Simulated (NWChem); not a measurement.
C5FeO5; SMILES [Fe](<-[C-]#[O+])(<-[C-]#[O+])(<-[C-]#[O+])(<-[C-]#[O+])<-[C-]#[O+]

No frequency run checked for a minimum.

Give the equilibrium geometry at PBE0/def2-SVP (NWChem) as an XYZ file, with the point group.

point group D3h; any orientation.
```
11

Fe     0.0000     0.0000    -0.0001
O     -1.3780     0.0067     2.5891
C     -0.8411     0.0040     1.5800
O      0.0001     2.9387    -0.0066
C      0.0000     1.7992    -0.0041
O      0.0005    -2.9387     0.0069
C      0.0003    -1.7992     0.0042
O     -1.5533    -0.0069    -2.4879
C     -0.9478    -0.0041    -1.5184
O      2.9312    -0.0001    -0.1002
C      1.7888     0.0000    -0.0612
```
